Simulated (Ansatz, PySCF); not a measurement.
Caution: the restricted solution is unstable towards spin-unrestricted or complex orbitals, so a lower solution exists and this singlet may not be the ground state. This singlet lies 0.45 eV below the relaxed triplet at the level frozen-core CCSD(T)/cc-pVTZ // PBE0-D3(BJ)/def2-TZVP (Ansatz, a first-principles code).

Cartesian coordinates (Å):
```xyz
6

O      1.9314    -0.0002     0.3528
Si     1.0977    -1.3791     0.7519
Al    -1.1188    -0.1843     0.1326
H      1.4370     0.7698     0.0411
H     -0.6651     1.2992    -0.3362
H     -2.6822    -0.5054     0.0960
```
Charge 0, spin multiplicity 1.

**Question.** Predict the HOMO, dipole moment, LUMO, HOMO–LUMO gap and total energy from PBE0-D3(BJ)/def2-TZVP run with PySCF.

**Answer.** 
```yaml
HOMO: -5.72 eV
dipole_moment: 0.89 D
LUMO: -2.99 eV
HOMO–LUMO gap: 2.73 eV
total_energy: -16562.01 eV
```
